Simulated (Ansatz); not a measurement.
Energy profile

The step: SnH₃F ([F][SnH3]) → SnH₂ + HF; bonds formed: F2–H3; bonds broken: Sn1–F2, Sn1–H3 (atoms numbered as in the saddle structure below).

```
5
angstrom
Sn 0.1074 0.5393 -0.0407
F -0.1089 -1.5670 -0.5005
H 0.3359 -0.6276 -1.3562
H -1.4337 1.0485 0.5329
H 1.0993 0.6068 1.3646
```

Electronic energies by CCSD(T) at an estimated basis limit (MP2 extrapolated from triple and quadruple zeta, plus CCSD(T) − MP2 in triple zeta), on PBE0-D4/def2-TZVP structures; SnH₃F, closed shell; no counterpoise correction. Ansatz 0.2.0; basis: def2-TZVPP and def2-QZVPP; cores frozen in the correlated methods. Filled d shells of the heavier atoms are correlated. Core potentials replace the inner electrons of the atoms past krypton. The def2 sets are not built for correlating such inner shells, so the correlated values are less sure here. Extrapolation: Hartree–Fock as exp(−7.88 √X), correlation as X^−2.97.

Problem. Give the profile in kcal/mol, counted from the start structure. (Judge from chemistry; the value comes from the calculation.)

Solution. Computed:
```csv
point,kcal/mol
start structure,0.00
saddle,53.40
end structure,26.26
"separated: SnH₂ (Sn1, H4, H5; singlet) + HF (F2, H3; singlet)",31.37
```

No T1 diagnostic of these runs exceeds 0.019. The restricted Hartree–Fock reference is unstable towards an unrestricted one at one or more of these structures.

Losses and insertions of silylenes and their heavier kin drive the gas-phase chemistry of silicon and germanium vapour deposition.

Labels in which every atom is bracketed show which atoms are joined, not bond orders.

For scale, one of the runs: CCSD(T)/def2-TZVPP, 123 basis functions, launched by `ansatz run in.yaml --threads 2 --pin off --events-out ev --progress --plain --max-ram 4352MiB`. The run took 11 s on 2 CPU threads of an Arm Neoverse V1 (shared host), with 0.65 GiB of host memory at its peak.
